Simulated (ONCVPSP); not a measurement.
## An all-electron radial function and its pseudo partner (neodymium (Nd))

Columns: radius, all-electron u(r) and pseudo u(r) of the 5p shell (level -24.67 eV) of neodymium in the configuration [Kr] 4d10 4f3 5s2 5p6 5d1 6s2; PBE, scalar-relativistic, ONCV scheme, ONCVPSP 4.0.1.

| r (bohr) | all-electron | pseudo |
| --- | --- | --- |
| 0.198 | 0.3062 | 0.0373 |
| 0.395 | -0.3236 | 0.1420 |
| 0.593 | -0.3883 | 0.2971 |
| 0.790 | 0.0581 | 0.4739 |
| 0.988 | 0.5024 | 0.6425 |
| 1.185 | 0.7756 | 0.7716 |
| 1.383 | 0.8875 | 0.8428 |
| 1.580 | 0.8857 | 0.8501 |
| 1.778 | 0.8180 | 0.8020 |
| 1.975 | 0.7201 | 0.7163 |
| 2.173 | 0.6133 | 0.6131 |
| 2.370 | 0.5113 | 0.5113 |
| 2.568 | 0.4192 | 0.4192 |
| 2.765 | 0.3401 | 0.3401 |
| 2.963 | 0.2733 | 0.2733 |
| 3.160 | 0.2186 | 0.2186 |
| 3.358 | 0.1738 | 0.1738 |
| 3.555 | 0.1378 | 0.1378 |
| 3.753 | 0.1088 | 0.1088 |
| 3.950 | 0.0857 | 0.0857 |
| 4.148 | 0.0673 | 0.0673 |
| 4.345 | 0.0528 | 0.0528 |
| 4.542 | 0.0413 | 0.0413 |
| 4.740 | 0.0323 | 0.0323 |
| 4.938 | 0.0251 | 0.0251 |
| 5.135 | 0.0196 | 0.0196 |

Problem. How many radial nodes do the two functions have?

Solution. The all-electron 5p function has n − l − 1 = 3 (the table is too coarse to show those close to the nucleus); the pseudo-wave has 0, since the states of the same l below it are removed with the core.

Problem. At about which radius was the pseudo-wave matched?

Solution. 2.35 bohr, where the columns begin to agree (steps of 0.20 bohr).

Problem. Is the pseudo-wave norm-conserving?

Solution. Yes: the ONCV scheme keeps the norm inside the radius equal to the all-electron one, which fixes the energy derivative of the logarithmic derivative at the level.
